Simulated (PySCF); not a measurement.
**Correlation energy of B (boron, neutral)**

[He] 2s2 2p1, 2P determinant. All numbers are calculated (PySCF 2.14, the spin-free X2C one-electron Hamiltonian (Gaussian nucleus), in x2c-TZVPPall with one added diffuse shell each of s, p, d type (6s4p3d1f, 40 functions)). Frozen: nothing; 5 electrons correlated.

```tsv
level	correlation energy (mhartree)
CCSD	-80.31
(T)	-1.51
CCSD(T)	-81.82
CCSDT	-82.26
```

Diagnostics: T1 = 0.011, D1 = 0.0273, largest double amplitude 0.066.

Cost of the coupled-cluster step: of the order of 0.6 core-seconds, for 5 correlated electrons.

Iterations:

```
CC2 = 0
CCSD nocc = (np.int64(3), np.int64(2)), nmo = (40, 40)
frozen orbitals [[], []]
max_cycle = 100
direct = 0
conv_tol = 1e-08
conv_tol_normt = 1e-06
diis_space = 8
diis_start_cycle = 0
Init t2, MP2 energy = -0.0586585656316138
Init E_corr(UCCSD) = -0.0586585656322945
cycle = 1  E_corr(UCCSD) = -0.0714346187968809  dE = -0.0127760532  norm(t1,t2) = 0.059765
cycle = 2  E_corr(UCCSD) = -0.0760038699781588  dE = -0.00456925118  norm(t1,t2) = 0.0296909
cycle = 3  E_corr(UCCSD) = -0.0803242356811243  dE = -0.0043203657  norm(t1,t2) = 0.0160502
cycle = 4  E_corr(UCCSD) = -0.0802692416763511  dE = 5.49940048e-05  norm(t1,t2) = 0.00206588
cycle = 5  E_corr(UCCSD) = -0.080325272944066  dE = -5.60312677e-05  norm(t1,t2) = 0.000347599
cycle = 6  E_corr(UCCSD) = -0.0803005770356146  dE = 2.46959085e-05  norm(t1,t2) = 9.35703e-05
cycle = 7  E_corr(UCCSD) = -0.0803079768077411  dE = -7.39977213e-06  norm(t1,t2) = 3.33705e-05
cycle = 8  E_corr(UCCSD) = -0.0803079931073955  dE = -1.62996544e-08  norm(t1,t2) = 6.83144e-06
cycle = 9  E_corr(UCCSD) = -0.0803075131422559  dE = 4.7996514e-07  norm(t1,t2) = 1.91704e-06
cycle = 10  E_corr(UCCSD) = -0.0803076218702096  dE = -1.08727954e-07  norm(t1,t2) = 5.66386e-07
cycle = 11  E_corr(UCCSD) = -0.0803076202511373  dE = 1.61907229e-09  norm(t1,t2) = 1.60908e-07
UCCSD converged
E(UCCSD) = -24.61942548942534  E_corr = -0.08030762025113729
UCCSD(T) correction = -0.00150898582423482
```

This basis was not built for core-valence correlation, so the inner-shell part is incomplete.
